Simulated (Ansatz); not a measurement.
Breaking the Mg1–O2 bond in MgO (multiplicity 1 held). Energies count from the point at 1.739 Å.


| level | energy at R = 6.958 Å (eV) | minus FCI/6-31G | cost |
|---|---|---|---|
| R-HF/6-31G | 1.393 | -2.156 | - |
| U-HF/6-31G | 1.706 | -1.843 | - |
| R-MP2/6-31G | 4.642 | 1.093 | - |
| U-MP2/6-31G | 2.322 | -1.227 | - |
| R-SCS-MP2/6-31G | 4.308 | 0.759 | - |
| U-SCS-MP2/6-31G | 2.133 | -1.416 | - |
| FCI/6-31G | 3.549 | 0.000 | ×1 |

 Full CI is exact for the correlated electrons in its own basis alone.

The rows run from 1.393 (R-HF/6-31G) to 4.642 eV (R-MP2/6-31G).

Restricted levels (R-, RO-) in cc, def2 and unpolarised 6-31G sets keep to the state of the molecule at rest. Unrestricted levels (U-) break spin symmetry where that is lower. Full CI gives the lowest state of the spin. Curves can end on different states.

Cores are frozen in the correlated methods.

Doubts at one or more of the structures used: a restricted determinant that unrestricted orbitals would lower (R-HF/6-31G, R-MP2/6-31G, R-SCS-MP2/6-31G); a spin-contaminated determinant (U-HF/6-31G, U-MP2/6-31G, U-SCS-MP2/6-31G).

Run with Ansatz (a first-principles code) with Gaussian orbitals. Values without a source in brackets are computed.

Costs are rough ratios of core time to FCI/6-31G (about 28 s over the structures, on one shared machine); a dash marks a level with no comparable run of its own.
